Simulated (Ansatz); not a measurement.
Calculated with Ansatz (gas phase, PBE0-D4/def2-TZVP geometries, no zero-point term in ΔE). CCSD(T)/CBS is the MP2 limit (def2-TZVPP, def2-QZVPP) plus CCSD(T) − MP2 in def2-TZVPP, frozen cores. Functionals use def2-TZVPP. For Zn outer-core shells are correlated without core-valence functions, which leaves a few kJ/mol of doubt a bond. Scalar relativity is left out up to krypton.

Consider the cleavage of the B–Si bond: `B[SiH]1BO1` + `C[NH][ZnH]` → `B[N](C)[ZnH]` + `B1O[SiH2]1`.

```
       species  r2SCAN-D4 energy (Eh)
  `B[SiH]1BO1`             -416.76068
  `C[NH][ZnH]`            -1875.21059
`B[N](C)[ZnH]`            -1900.68606
  `B1O[SiH2]1`             -391.34571
```

Q: Work out ΔE.

A: ΔE = (-1900.68606) + (-391.34571) − (-416.76068) − (-1875.21059) = -0.06050 Eh = -158.8 kJ/mol. CCSD(T)/CBS gives -167.7 kJ/mol.

Largest T1 diagnostic among the species: 0.021, so the coupled-cluster value is less sure than usual.

From PBE to PBE0 (25 % exact exchange), in def2-TZVPP and without D4, ΔE moves by −8.2 kJ/mol.
